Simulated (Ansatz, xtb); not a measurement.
C6H9N: which of two isomers lies lower

We compare I, `C[C@H]1C[C@@H](C#N)C1`, a singlet, with II, `CC1(C#N)CCC1`, a singlet. Both are isolated molecules in the gas phase, relaxed with B3LYP-D3(BJ)/def2-SVP.

Question: Estimate which is lower in electronic energy at CCSD(T)/def2-SVP + ΔMP2/def2-TZVPP, and by roughly how much.

Answer: CCSD(T)/def2-SVP + ΔMP2/def2-TZVPP gives E(II) − E(I) = −0.12 kcal/mol, slightly favouring structure II, which is too small a margin to settle the true order.

The same difference at several levels:

| level | geometry | E(II) − E(I) (kcal/mol) | departure from the last row (kcal/mol) | job, with rough time for the two |
| --- | --- | --- | --- | --- |
| B3LYP-D3(BJ)/def2-SVP | B3LYP-D3(BJ)/def2-SVP | +0.78 | +0.91 | optimisation, 3.9 min |
| HF/def2-SVP | B3LYP-D3(BJ)/def2-SVP | +1.30 | +1.43 | part of the CCSD(T) run |
| MP2/def2-SVP | B3LYP-D3(BJ)/def2-SVP | −0.26 | −0.14 | part of the CCSD(T) run |
| CCSD(T)/def2-SVP | B3LYP-D3(BJ)/def2-SVP | −0.06 | +0.06 | single point |
| CCSD(T)/def2-SVP + ΔMP2/def2-TZVPP | B3LYP-D3(BJ)/def2-SVP | −0.12 |  | single point, 4.3 min |

As drawn, both hold the same kinds of bond in the same numbers.

The largest departure from CCSD(T)/def2-SVP + ΔMP2/def2-TZVPP is that of HF/def2-SVP, 1.43 kcal/mol. Levels run at GFN2-xTB geometries aren't shown. The last row adds to CCSD(T) the change of the MP2 difference between the two basis sets, here −0.06 kcal/mol.

With thermal terms from frequencies at re-optimised GFN2-xTB minima (ideal gas, soft modes damped towards free rotors, one conformer each, 298.15 K, 1 atm): the zero-point term adds −0.17 kcal/mol; ΔH is −0.19 and ΔG −0.39 kcal/mol.

The correlated steps freeze 7 core orbitals. Mirror images aren't counted in ΔG. Programs: Ansatz 0.2.0, xtb 6.7.1; the last row on 2 threads of Intel(R) Xeon(R) Processor @ 2.50GHz (Skylake/Cascade Lake) on a shared host.
